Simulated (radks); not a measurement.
Values are calculated unless marked as measured or tabulated.
Task: Valence configurations of Eu3+ (all share [Xe]). Code: a radial shooting solver on a logarithmic mesh with Libxc functionals. Model: scalar-relativistic Kohn-Sham, r2SCAN, spin-polarised, spherical densities, finite nucleus; open shells are filled with parallel spins first (spin-orbit coupling, left out, can overturn this in heavy ions); meta-GGA in the generalised Kohn-Sham scheme; Fermi nuclear charge, rms radius 5.1115 fm. Order these by energy: 4f4.5 6s1 6p0.5; 4f5 6p1; 4f5.5 6p0.5; 4f4 6s2; 4f5.5 5d0.5; 4f4 6p2; 4f4.5 6p1.5; 4f5 6s1; 4f6; 4f4.5 5d1.5.

Result: From the lowest, in eV above it: 4f6 0.000; 4f5.5 5d0.5 5.839; 4f5.5 6p0.5 10.171; 4f5 6s1 16.682; 4f4.5 5d1.5 21.108; 4f5 6p1 22.305; 4f4.5 6s1 6p0.5 30.807; 4f4.5 6p1.5 36.674; 4f4 6s2 43.061; 4f4 6p2 53.462. NIST lists [Xe] 4f6 as the ground configuration; this level of theory agrees among the configurations tried. The energies are those of spherical high-spin densities, not of single terms.
